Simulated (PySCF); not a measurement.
**Electron correlation in O⁺ (oxygen, charge +1)**

[He] 2s1 2p4, high-spin 4P determinant (an excited configuration). All numbers are calculated (PySCF 2.14, the non-relativistic Hamiltonian (point nucleus), in aug-cc-pwCVDZ). Frozen: 1s2; 5 electrons correlated.

```csv
level,correlation energy (mhartree)
CCSD,-93.16
(T),-1.37
CCSD(T),-94.53
CCSDT,-94.89
```

Diagnostics: T1 = 0.0062, D1 = 0.0118, largest double amplitude 0.070.

Cost of the coupled-cluster step: about 0.3 core-seconds, for 5 correlated electrons.

Iterations:

```
CC2 = 0
CCSD nocc = (np.int64(4), np.int64(1)), nmo = (26, 26)
frozen orbitals [[0], [0]]
max_cycle = 100
direct = 0
conv_tol = 1e-08
conv_tol_normt = 1e-06
diis_space = 8
diis_start_cycle = 0
Init t2, MP2 energy = -0.0752583403983302
Init E_corr(UCCSD) = -0.075258340398411
cycle = 1  E_corr(UCCSD) = -0.0870442724745781  dE = -0.0117859321  norm(t1,t2) = 0.0357865
cycle = 2  E_corr(UCCSD) = -0.0902541973595691  dE = -0.00320992488  norm(t1,t2) = 0.0179678
cycle = 3  E_corr(UCCSD) = -0.0931721045635244  dE = -0.0029179072  norm(t1,t2) = 0.0105596
cycle = 4  E_corr(UCCSD) = -0.0931026495670508  dE = 6.94549965e-05  norm(t1,t2) = 0.00261535
cycle = 5  E_corr(UCCSD) = -0.0931732712872001  dE = -7.06217201e-05  norm(t1,t2) = 0.00116507
cycle = 6  E_corr(UCCSD) = -0.0931627233287422  dE = 1.05479585e-05  norm(t1,t2) = 0.000315866
cycle = 7  E_corr(UCCSD) = -0.0931644339628371  dE = -1.71063409e-06  norm(t1,t2) = 0.000110075
cycle = 8  E_corr(UCCSD) = -0.0931657476868615  dE = -1.31372402e-06  norm(t1,t2) = 4.26665e-05
cycle = 9  E_corr(UCCSD) = -0.0931638772294402  dE = 1.87045742e-06  norm(t1,t2) = 1.36638e-05
cycle = 10  E_corr(UCCSD) = -0.0931643800704331  dE = -5.02840993e-07  norm(t1,t2) = 3.79555e-06
cycle = 11  E_corr(UCCSD) = -0.0931644292836229  dE = -4.92131898e-08  norm(t1,t2) = 9.75668e-07
cycle = 12  E_corr(UCCSD) = -0.0931644023577611  dE = 2.69258617e-08  norm(t1,t2) = 3.94032e-07
cycle = 13  E_corr(UCCSD) = -0.093164398206231  dE = 4.15153018e-09  norm(t1,t2) = 9.22399e-08
UCCSD converged
E(UCCSD) = -73.89387914390613  E_corr = -0.09316439820623097
UCCSD(T) correction = -0.0013709083180222
```
